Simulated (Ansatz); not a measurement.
`Cl[SiH2]N[Si](Cl)(Cl)Cl`. Total charge 0; spin multiplicity 1.

Z-matrix (Å, degrees):
```
Si
N 1 1.732
Cl 1 2.052 2 105.6
H 1 1.478 2 112.1 3 -117.3
H 1 1.478 2 111.9 3 117.5
Si 2 1.690 1 128.1 3 -177.8
H 2 1.012 1 114.9 3 2.0
Cl 6 2.032 2 112.5 1 117.4
Cl 6 2.031 2 112.2 1 -122.0
Cl 6 2.035 2 106.2 1 -2.2
```

Give the diagnostics of a CCSD(T)/def2-TZVPP run (frozen core, Ansatz). (Estimate.)

The calculation gave: T1 = 0.0092, largest single amplitude 0.011, largest double 0.015, (T) share of the correlation energy 4.2 %, 8 CCSD cycles. The RHF solution is stable towards an unrestricted one. T1 lies under the customary mark of 0.02 for closed shells.
